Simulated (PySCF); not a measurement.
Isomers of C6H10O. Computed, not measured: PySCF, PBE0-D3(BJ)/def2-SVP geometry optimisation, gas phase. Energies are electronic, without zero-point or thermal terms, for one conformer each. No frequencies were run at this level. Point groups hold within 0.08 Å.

Task: Rank from lowest to highest electronic energy at this level (kcal/mol).
A. `[CH3:1][O:2][CH:3]1[C:4]([CH3:5])=[C:6]1[CH3:7]` with C1–O2–C3–C4 153°
B. `[O:1]=[C:2]1[CH2:3][CH2:4][CH2:5][CH2:6][CH2:7]1` with O1–C2–C3–C4 132°, C2–C3–C4–C5 52°, C3–C4–C5–C6 -56°, C4–C5–C6–C7 56°

Result: B (0.0), A (66.3).

As drawn, the lower has a C=O bond, which the higher lacks; the higher has a three-membered ring and a C=C bond outside aromatic rings, which the lower lacks.

```csv
SMILES,E (Eh),E rel (kcal/mol),dipole (D),point group,"A, B, C (MHz)"
O=C1CCCCC1,-309.31965,0.0,3.07,Cs,"4249, 2495, 1749"
COC1C(C)=C1C,-309.21397,66.3,1.42,C1,"3400, 2024, 1362"
```

Task: How do the relative energies change in single points at B3LYP/def2-SVPD (no added dispersion term) on the same geometries?

Result: 
```
      SMILES  PBE0-D3(BJ)/def2-SVP (kcal/mol)  B3LYP/def2-SVPD (kcal/mol)  shift
  O=C1CCCCC1                              0.0                         0.0    0.0
COC1C(C)=C1C                             66.3                        62.5   -3.8
```

Each column counts from its own lowest isomer. The order is unchanged; the largest shift is 3.8 kcal/mol.
